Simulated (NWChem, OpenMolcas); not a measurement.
Exact exchange and the HOMO–LUMO gap of SnNH2F

SnNH2F has 5 atoms, charge 0, and is taken as a singlet. SMILES: `[NH2][Sn][F]`. The coordinates come from a PBE0-D4/def2-TZVP relaxation. This is one conformer, not always the lowest.

The HOMO–LUMO gap y, in eV, basis def2-SVP with a core potential; a is the functional's share of exact exchange. Programs: NWChem 7.3.0, OpenMolcas 26.06.

```
functional     program     a  y (eV)
      BLYP  OpenMolcas     0    3.66
       PBE  OpenMolcas     0    3.74
     TPSSh      NWChem   0.1    4.65
     B3LYP  OpenMolcas   0.2       ?
      PBE0      NWChem  0.25    5.75
     BHLYP  OpenMolcas   0.5    7.55
```

Problem. Fit y = c + s·a to the known rows and predict B3LYP.

Solution. 
1. Means of the 5 rows: a = 0.1700, y = 5.070.
2. Σ(Δa)² = 0.178, Σ(Δa·Δy) = 1.368, so the slope is 1.368/0.178 = 7.6854.
3. Intercept: 5.070 − (7.6854) × 0.1700 = 3.763. The largest residual of the fit is 0.12.
4. B3LYP: 3.763 + (7.6854) × 0.2 = 5.30 eV.

The run gave 5.26 eV, so the prediction is off by +0.04 eV, within the largest residual. Exact exchange lowers occupied levels and raises empty ones.
